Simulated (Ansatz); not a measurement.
Born–Oppenheimer molecular dynamics of C2H13NSi3 (19 atoms, charge 0, multiplicity 1). It goes on from the last frame of an earlier run, with new velocities.

Computed with RKS B3LYP-D4/STO-3G in Ansatz.

* ensemble: NVE (velocity Verlet)
* time step: 0.5 fs
* steps asked: 133
* starting velocities drawn for: 300 K
* masses: H 10 u
* seed: 285162

First frame:

```xyz
19
Properties=species:S:1:pos:R:3
Si -0.203 -0.069 0.032
N 0.109 -0.388 1.779
C -0.973 -0.921 2.647
H -1.509 -1.770 2.196
H -0.542 -1.286 3.565
H -1.735 -0.191 2.887
C 0.980 0.702 2.383
H 1.346 0.403 3.408
H 1.836 0.757 1.763
H 0.540 1.703 2.401
H 1.101 -0.182 -0.596
Si -0.829 2.041 -0.469
H -1.928 2.393 0.389
H 0.126 3.091 -0.452
H -1.263 2.141 -1.826
Si -1.030 -2.021 -0.922
H -1.588 -2.905 0.059
H -1.881 -1.782 -2.097
H 0.178 -2.738 -1.116
```

How far do the bonds stretch over the last three quarters of this one trajectory? (Pairs bonded in most of those frames.)


| bond | mean (Å) | spread (Å) | shortest | longest |
| --- | --- | --- | --- | --- |
| Si1–N2 | 1.789 | 0.026 | 1.75 | 1.84 |
| Si1–H11 | 1.467 | 0.028 | 1.42 | 1.50 |
| Si1–Si12 | 2.326 | 0.059 | 2.23 | 2.40 |
| Si1–Si16 | 2.267 | 0.041 | 2.20 | 2.32 |
| N2–C3 | 1.496 | 0.022 | 1.46 | 1.53 |
| N2–C7 | 1.494 | 0.028 | 1.45 | 1.54 |
| C3–H4 | 1.107 | 0.024 | 1.07 | 1.16 |
| C3–H5 | 1.108 | 0.020 | 1.07 | 1.14 |
| C3–H6 | 1.117 | 0.011 | 1.09 | 1.13 |
| C7–H8 | 1.119 | 0.053 | 1.03 | 1.20 |
| C7–H9 | 1.107 | 0.021 | 1.07 | 1.15 |
| C7–H10 | 1.112 | 0.019 | 1.08 | 1.14 |
| Si12–H13 | 1.448 | 0.009 | 1.42 | 1.46 |
| Si12–H14 | 1.448 | 0.019 | 1.41 | 1.47 |
| Si12–H15 | 1.449 | 0.022 | 1.42 | 1.49 |
| Si16–H17 | 1.453 | 0.009 | 1.44 | 1.47 |
| Si16–H18 | 1.441 | 0.013 | 1.42 | 1.48 |
| Si16–H19 | 1.469 | 0.044 | 1.39 | 1.53 |

Mean temperature of the second half: 378 K. The conserved energy stayed within 0.031 meV per atom of its start (net change -0.0068 meV per atom), so the integration is sound. A run of 0.067 ps of so small a system gives no equilibrium averages. Limits of this set-up: minimal basis.

Run time: 29 min on 1 thread of Intel(R) Xeon(R) Processor @ 2.50GHz (Skylake/Cascade Lake), on a shared host, peak memory 0.17 GiB.
